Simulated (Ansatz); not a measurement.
C2H7InO (`C[O][InH][CH3]`), one more setting.

```yaml
crystal:
  periodic: [false, false, false]
  atoms:
    - {symbol: C, position_ang: [-0.657272, 1.980319, 0.461036]}
    - {symbol: O, position_ang: [-0.324074, 1.503149, -0.989202]}
    - {symbol: In, position_ang: [0.365609, -0.562545, -1.496412]}
    - {symbol: C, position_ang: [0.538963, -1.975444, 0.433027]}
    - {symbol: H, position_ang: [-0.508960, 1.108796, 1.321695]}
    - {symbol: H, position_ang: [0.059046, 2.928408, 0.780011]}
    - {symbol: H, position_ang: [-1.824083, 2.363908, 0.532932]}
    - {symbol: H, position_ang: [0.655992, -0.709520, -3.380104]}
    - {symbol: H, position_ang: [0.924674, -3.092965, 0.131568]}
    - {symbol: H, position_ang: [1.323191, -1.482448, 1.230310]}
    - {symbol: H, position_ang: [-0.553086, -2.061646, 0.975139]}
basis:
  gaussian: {orbitals: def2-TZVPP, nuclear_model: gaussian}
magnetization: {spin_polarized: true, initial_magnetization: 0}
hamiltonian: {xc: {name: r2SCAN0}}
output: {forces: true}
```

```sh
$ ansatz run in.yaml --threads 4 --pin off --events-out ev --progress --plain --max-ram 10444MiB
```

Shortened log:

```
Functional definition: r2SCAN0
1405 factors; their error is unknown
mean field evaluation 1: about -9395.5055 eV, gradient 4.7e1 eV
mean field evaluation 2: about -9321.9875 eV, gradient 1.2e2 eV
mean field evaluation 4: about -9405.2253 eV, gradient 7.6e0 eV
mean field evaluation 8: about -9405.5806 eV, gradient 1.5e-1 eV
mean field evaluation 16: about -9405.6115 eV, gradient 8.0e-3 eV
mean field -9405.61152833 eV, -345.6498483136 hartree, gradient 4.8e-5 eV, S^2 0.000000; 0 other end points of the search recorded, 0 dependent functions left out
reference -9405.61154612 eV, -345.6498489673 hartree; 24, 24 occupied and 217, 217 virtual orbitals, 1405 factors
Total energy: -9405.61154612 eV, -345.6498489673 hartree
Atom 0 at    -0.657272     1.980319     0.461036 Å, force     0.064219    -0.168558    -0.102554 eV/Å
Atom 1 at    -0.324074     1.503149    -0.989202 Å, force    -0.152298    -0.855219     3.146983 eV/Å
Atom 2 at     0.365609    -0.562545    -1.496412 Å, force    -0.445513     1.129098     0.788891 eV/Å
Atom 3 at     0.538963    -1.975444     0.433027 Å, force     0.072010    -0.764414     1.198999 eV/Å
Atom 4 at    -0.508960     1.108796     1.321695 Å, force    -0.346799     2.214984    -2.417898 eV/Å
Atom 5 at     0.059046     2.928408     0.780011 Å, force    -1.829561    -2.600194    -1.068952 eV/Å
Atom 6 at    -1.824083     2.363908     0.532932 Å, force     3.137587    -1.111608    -0.417628 eV/Å
Atom 7 at     0.655992    -0.709520    -3.380104 Å, force    -0.281323     0.139576     1.833044 eV/Å
Atom 8 at     0.924674    -3.092965     0.131568 Å, force    -1.040381     3.037859     0.762188 eV/Å
Atom 9 at     1.323191    -1.482448     1.230310 Å, force    -2.103542    -1.287379    -2.203418 eV/Å
Atom 10 at    -0.553086    -2.061646     0.975139 Å, force     2.925600     0.265854    -1.519656 eV/Å
Dipole moment:     0.155757    -0.582509     0.154156 e Å
```

Run time 9.5 s (4 threads of an Arm Neoverse V2 on a shared host); peak host memory 0.81 GiB.
